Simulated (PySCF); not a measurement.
# Deuteron quadrupole couplings in `NC[C@@H]1C=CCCC1`

Compound: C7H13N.
Z-matrix (Å and degrees, GFN2-xTB geometry), rows numbered from 1:
```
N 
C   1  1.4494
C   2  1.5452  1  115.86
C   3  1.5007  2  109.60  1  -176.61
C   4  1.3224  3  124.17  2  -136.79
C   5  1.4974  4  123.54  3    -1.38
C   6  1.5254  5  110.85  4   -16.34
C   7  1.5244  6  109.77  5    47.96
H   1  1.0140  2  110.58  3   -62.80
H   1  1.0149  2  110.30  3    56.35
H   2  1.0944  1  107.20  3  -121.87
H   2  1.0937  1  107.57  3   122.30
H   3  1.1004  2  107.66  1   -59.06
H   4  1.0820  3  115.47  2    42.97
H   5  1.0816  4  120.37  3   178.57
H   6  1.0931  5  109.65  4  -138.40
H   6  1.0956  5  108.95  4   104.70
H   7  1.0923  6  109.36  5   -71.82
H   7  1.0920  6  110.18  5   169.61
H   8  1.0931  3  109.13  2    47.59
H   8  1.0929  3  110.22  2   -71.01
```

Level: PBE0/pcSseg-1 (PySCF, non-relativistic); Q(2H) = 0.00286 b; rigid geometry, the same for H and D, with no vibrational averaging.

Question: Rank these positions by the coupling χzz of a deuteron there, largest first.
A. H9 (N–H hydrogen)
B. H14 (vinylic hydrogen)
C. H11 (methylene hydrogen)
D. H13 (methine hydrogen)
E. H21 (methylene hydrogen)

Answer: A (269 kHz), B (219 kHz), E (205 kHz), C (199 kHz), D (195 kHz).

Question: Give the electric field gradient Vzz (the principal value of largest size), its asymmetry and the 2H coupling at each hydrogen.

Answer: 
```
atom  bonded to  bond length (Å)  Vzz (au)     η  χzz (kHz)
  H9         N1            1.014    0.4006  0.17        269
 H10         N1            1.015    0.3990  0.17        268
 H11         C2            1.094    0.2968  0.04        199
 H12         C2            1.094    0.2972  0.04        200
 H13         C3            1.100    0.2899  0.01        195
 H14         C4            1.082    0.3260  0.06        219
 H15         C5            1.082    0.3270  0.06        220
 H16         C6            1.093    0.3033  0.02        204
 H17         C6            1.096    0.2993  0.02        201
 H18         C7            1.092    0.3031  0.02        204
 H19         C7            1.092    0.3055  0.01        205
 H20         C8            1.093    0.3020  0.02        203
 H21         C8            1.093    0.3046  0.01        205
```

Question: Average by the element that carries the hydrogen.

Answer: on N: 269 kHz over 2 positions, mean bond length 1.014 Å; on C: 205 kHz over 11 positions, mean bond length 1.092 Å.

Question: How does χzz go with the bond length over the 11 C–H bonds?

Answer: A straight-line fit has a slope of -13.8 kHz for each 0.01 Å, with a correlation coefficient of -0.98, over lengths from 1.082 to 1.100 Å. The longer bonds have the smaller couplings here.

Question: A static deuteron (I = 1) shows a doublet split by (3/2)χ, (3/4)χ(1 + η) and (3/4)χ(1 − η) with the field along z, y and x of the gradient. What are these for H18?

Answer: With |χ| = 203.7 kHz and η = 0.017: 306, 155 and 150 kHz, to first order and without motion.

The structure is a single GFN2-xTB conformer in the gas phase; no vibrational or solvent corrections. GFN2-xTB bond lengths can be off by several hundredths of an ångström, more for odd bonds, and the gradients follow them. The small basis limits the accuracy of the gradients.
